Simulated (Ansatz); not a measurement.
Reaction (substitution at a C–Si bond): `FC[SiH2][SiH3]` + `S[SiH2]Cl` → `FCS[SiH2]Cl` + `[SiH3][SiH3]`

Computed with Ansatz on PBE0-D4/def2-TZVP structures; ΔE is electronic, products minus reactants. CCSD(T)/CBS adds triple-zeta CCSD(T) − MP2 to the extrapolated MP2 energy (def2 sets, frozen cores). Functionals use def2-TZVPP. One conformer a species, not always the lowest.

Q: Is it downhill or uphill in electronic energy at CCSD(T)/CBS, and by how much? (Best estimate.)

A: Computed: Uphill: ΔE = +0.22 eV.

Q: What do these levels give: PBE-D4, PBE0-D4, PBE, CCSD(T)/def2-TZVPP, SCS-MP2/def2-QZVPP, CCSD/CBS(def2)? (Estimate.)

A: Ansatz gave: PBE-D4 0.17, PBE0-D4 0.20, PBE 0.19, CCSD(T)/def2-TZVPP 0.22, SCS-MP2/def2-QZVPP 0.21, CCSD/CBS(def2) 0.24 eV.

Largest T1 diagnostic among the species: 0.013.
